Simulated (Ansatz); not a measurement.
Geometry optimisation, UKS BHLYP/def2-SVP (Ansatz).

Input file:

```yaml
crystal:
  periodic: [false, false, false]
  atoms:
    - { symbol: Ga, position_ang: [0.050279, -0.021775, -0.016247] }
    - { symbol: H, position_ang: [-0.145685, -0.071834, 1.541329] }
    - { symbol: C, position_ang: [1.712409, 0.014297, -1.048621] }
    - { symbol: H, position_ang: [2.018866, -1.015001, -1.263518] }
    - { symbol: H, position_ang: [1.571758, 0.530416, -2.001062] }
    - { symbol: H, position_ang: [2.51802, 0.496787, -0.489787] }
    - { symbol: Cl, position_ang: [-1.79702, -0.001078, -1.151794] }
    - { symbol: H, position_ang: [-0.047027, 0.068088, 3.393901] }
magnetization:
  spin_polarized: true
  initial_magnetization: 1
basis:
  gaussian: { orbitals: def2-SVP }
hamiltonian:
  xc: { name: BHLYP }
relax:
  f_tol: 0.03
  max_steps: 50
```

Run as:

```bash
$ ansatz run input.yaml --threads 4 --pin off --max-ram 5120MiB --backend cpu --events-out ev --progress --plain --runs-dir out
```

Question: Where does it end, and by what steps?

Answer: The forces met the threshold. After 6 steps the energy has fallen by 0.025 eV; H8 moved furthest, 0.83 Å.

```csv
step,energy less start (eV),largest force component (eV/Å),accepted
0,0.0000,0.108,yes
1,-0.0017,0.074,yes
2,-0.0124,0.050,yes
3,-0.0198,0.034,yes
4,-0.0232,0.063,yes
5,-0.0246,0.038,yes
6,-0.0249,0.020,yes
```

```xyz
8
Properties=species:S:1:pos:R:3
Ga 0.087 0.000 -0.120
H -0.109 -0.030 1.423
C 1.740 0.012 -1.166
H 2.053 -1.021 -1.353
H 1.585 0.496 -2.132
H 2.550 0.515 -0.632
Cl -1.765 -0.002 -1.248
H -0.260 0.031 4.193
```

Whether the end is a true minimum wasn't checked by a vibrational analysis.

Time of the run: 16 s on 4 threads of Arm Neoverse V1 (shared host), peak memory 0.26 GiB.
